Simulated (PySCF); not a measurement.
**Working out the ionisation energy of Se**

Se [Ar] 3d10 4s2 4p4 (3P) → Se⁺ [Ar] 3d10 4s2 4p3 (4S). Computed with PySCF 2.14 in cc-pVDZ-PP with ECP10MDF, with scalar relativity through the core potential. Frozen: 3s2 3p6 3d10. Energies in hartree (1 hartree = 27.21139 eV):

| part | Se (lower) | Se⁺ (upper) |
| --- | --- | --- |
| UHF | -371.844686 | -371.532179 |
| CCSD correlation | -0.087123 | -0.071205 |
| (T) | -0.000860 | -0.000626 |

**Question.** What does Hartree-Fock give?

**Answer.** (-371.532179) − (-371.844686) = 0.312507 hartree = 8.504 eV.

**Question.** What do CCSD and CCSD(T) give?

**Answer.** The CCSD correlation energies differ by 0.015918 hartree = 0.433 eV and the triples by 0.000234 hartree = 0.006 eV, so CCSD gives 8.937 eV and CCSD(T) 8.943 eV.

Measured between the centres of the two terms (NIST): 9.635 eV, so CCSD(T) (valence) is off by -0.692 eV.

A double-zeta basis recovers only part of the correlation energy.

What remains against the reference includes basis incompleteness, the frozen core and higher excitations.
